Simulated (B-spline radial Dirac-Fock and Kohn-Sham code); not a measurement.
Dipole and non-dipole photoemission parameters of O 2s

System: the free oxygen atom in the configuration [He] 2s2 2p4; threshold 28.19 eV (orbital energy of the model). The computed values come from a B-spline atomic structure program: Dirac-Hartree-Slater photoionisation with a Latter tail; cross sections with all multipoles, angular parameters from the dipole term and its interference with E2.

The run's input, task.json:

```json
{"items": [{
  "Z": 8,
  "q": 0,
  "cfg": [[1, 0, 2], [2, 0, 2], [2, 1, 4]],
  "A": 16,
  "rrms": 2.6991,
  "do": "xps",
  "hv": [60, 71.7, 78.9, 99.8, 114.0, 119.0, 123.0, 129.0, 151.0, 166.0, 184.0, 200, 221.0, 300, 400, 630.0, 854.0, 1040.0, 1090.0, 2000, 3180.0, 3550.0, 5414.7, 8047.8, 8140.0, 8160.0, 9670.0, 9900.0, 10500.0, 12000],
  "edges": {"K": 543.1}
}]}
```

Launch: `python xray2_run.py task.json out`

For linearly polarised light dσ/dΩ = σ/(4π) [1 + β P₂(cos θ) + (δ + γ cos²θ) sin θ cos φ], with θ from the polarisation vector and φ the angle between the beam and the projection of the electron momentum on the plane normal to the polarisation.

| hν (eV) | σ (kb) | β | γ |
| --- | --- | --- | --- |
| 60 | 813 | 2.000 | 0.048 |
| 71.7 | 731 | 2.000 | 0.008 |
| 78.9 | 674 | 2.000 | -0.008 |
| 99.8 | 527 | 2.000 | -0.029 |
| 114 | 446 | 2.000 | -0.031 |
| 119 | 420 | 2.000 | -0.031 |
| 123 | 401 | 2.000 | -0.030 |
| 129 | 375 | 2.000 | -0.028 |
| 151 | 293 | 2.000 | -0.017 |
| 166 | 250 | 2.000 | -0.008 |
| 184 | 209 | 2.000 | 0.006 |
| 200 | 180 | 2.000 | 0.019 |
| 221 | 150 | 2.000 | 0.036 |
| 300 | 82.7 | 2.000 | 0.099 |
| 400 | 45.1 | 2.000 | 0.172 |
| 630 | ? | ? | ? |
| 854 | 7.76 | 2.000 | 0.435 |
| 1040 | 4.74 | 2.000 | 0.520 |
| 1090 | 4.21 | 2.000 | 0.542 |
| 2000 | 0.847 | 2.000 | 0.861 |
| 3180 | 0.232 | 2.000 | 1.168 |
| 3550 | 0.169 | 2.000 | 1.253 |
| 5414.7 | 0.0488 | 2.000 | 1.616 |
| 8047.8 | 0.0147 | 2.000 | 2.016 |
| 8140 | 0.0142 | 2.000 | 2.028 |
| 8160 | 0.0141 | 2.000 | 2.031 |
| 9670 | 0.00835 | 2.000 | 2.227 |
| 9900 | 0.00776 | 2.000 | 2.255 |
| 10500 | 0.00647 | 2.000 | 2.328 |
| 12000 | 0.00426 | 2.000 | 2.502 |

Q: Give the values at 630 eV.

A: σ = 16.2 kb, β = 2.000, γ = 0.317. For an s subshell δ is negligible.
